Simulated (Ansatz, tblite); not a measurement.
Removing and adding an electron: [Ni(NH3)4]2+ (NiN₄H₁₂²⁺). Total charge 2; singlet. Geometry: PBE0-D4/def2-SVP. Ansatz, gas phase; energy differences of separate SCF runs; the oxidised species was run as a doublet alone; the reduced species was run as a doublet alone.

```xyz
17

Ni    0.000    0.000    0.000
N    -1.923   -0.126    0.305
H    -2.159   -0.658    1.152
H    -2.421   -0.595   -0.461
H    -2.421    0.764    0.414
N     0.062   -1.910   -0.395
H     0.247   -2.105   -1.387
H    -0.790   -2.441   -0.183
H     0.798   -2.404    0.124
N     1.916    0.134   -0.343
H     2.156    0.900   -0.983
H     2.356   -0.690   -0.766
H     2.462    0.308    0.510
N    -0.054    1.901    0.434
H    -0.549    2.458   -0.275
H     0.855    2.365    0.536
H    -0.534    2.098    1.320
```

The xTB rows come from tblite.

```csv
level,−HOMO (eV),vertical IE (eV),−LUMO (eV),vertical EA (eV),HOMO–LUMO gap (eV),IE − EA (eV)
GFN1-xTB,20.95,24.71,18.76,15.35,2.19,9.36
GFN2-xTB,19.35,22.69,17.51,14.43,1.84,8.25
PBE-D4/def2-TZVP,14.17,18.25,12.52,9.32,1.65,8.93
r2SCAN-D4/def2-TZVP,14.38,17.98,12.32,9.37,2.07,8.61
```

Relaxing the oxidised species (PBE0-D4/def2-SVP) changes its energy by -0.07 eV at PBE-D4/def2-TZVP, so the adiabatic ionisation energy to this nearest minimum is 18.18 eV.  Relaxing the reduced species (PBE0-D4/def2-SVP) changes its energy by -0.40 eV at PBE-D4/def2-TZVP, so the adiabatic electron affinity to this nearest minimum is 9.72 eV.  Run but left out: HF/def2-SVP, PBE0-D4/def2-TZVP, MP2/def2-SVP, CCSD/def2-SVP, CCSD(T)/def2-SVP (singlet: restricted singlet, unstable towards broken spin symmetry).   Raw xTB energy differences between charge states are shifted by several eV; the methods need an empirical correction for them.
